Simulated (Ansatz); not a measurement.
`P[PH][GaH2]` + H₂ → `[PH2][GaH2]` + PH₃  (hydrogenolysis of a P–P bond)

Calculated with Ansatz (gas phase, PBE0-D4/def2-TZVP geometries, no zero-point term in ΔE). CCSD(T)/CBS is the MP2 limit (def2-TZVPP, def2-QZVPP) plus CCSD(T) − MP2 in def2-TZVPP, frozen cores. This one scheme is used for every species. DFT in def2-TZVPP. For Ga outer-core shells are correlated without core-valence functions, which leaves a few kJ/mol of doubt a bond. Scalar relativity is left out up to krypton. Each species was taken in one conformer, which may not be the lowest.

`P[PH][GaH2]`:

Z-matrix (Å, degrees):
```
P
Ga 1 2.573
P 1 2.236 2 58.3
H 1 1.411 2 124.9 3 81.2
H 1 1.410 2 133.4 3 -76.7
H 2 1.564 1 102.3 3 -111.9
H 2 1.561 1 109.0 3 112.6
H 3 1.422 1 90.7 2 -91.8
```

H₂:

Cartesian coordinates in Å:
```
H 0.050 0.292 -0.227
H -0.050 -0.292 0.227
```

`[PH2][GaH2]`:

Z-matrix (Å, degrees):
```
P
Ga 1 2.309
H 1 1.419 2 95.4
H 1 1.419 2 95.4 3 -95.9
H 2 1.568 1 119.2 3 -44.7
H 2 1.569 1 119.2 3 140.6
```

PH₃:

Z-matrix (Å, degrees):
```
P
H 1 1.420
H 1 1.420 2 93.1
H 1 1.420 2 93.1 3 93.3
```

Is it downhill or uphill in electronic energy at CCSD(T)/CBS, and by how much? (An estimate is asked.)

Ansatz gave: Downhill: ΔE = -13.7 kJ/mol.

What do these levels give: LDA (SPW92), revPBE-D4, r2SCANh-D4, BLYP, MP2/def2-TZVPP, MP2/def2-QZVPP? (An estimate is asked.)

Ansatz gave: LDA (SPW92) -2.7, revPBE-D4 -0.4, r2SCANh-D4 -11.0, BLYP -36.9, MP2/def2-TZVPP -10.9, MP2/def2-QZVPP -5.6 kJ/mol.

Largest T1 diagnostic among the species: 0.014.

In def2-TZVPP, CCSD(T) changes the Hartree–Fock value by +43.2 kJ/mol (the triples alone add +10.2 kJ/mol) and MP2 by +55.5 kJ/mol. Leaving LDA and LC-ωPBE aside and taking each functional with its dispersion term where it has one, the values, not all of them listed here, spread over 32.7 kJ/mol, from CAM-B3LYP-D4 to revPBE-D4. LDA lies +11.1 kJ/mol from PBE without D4.
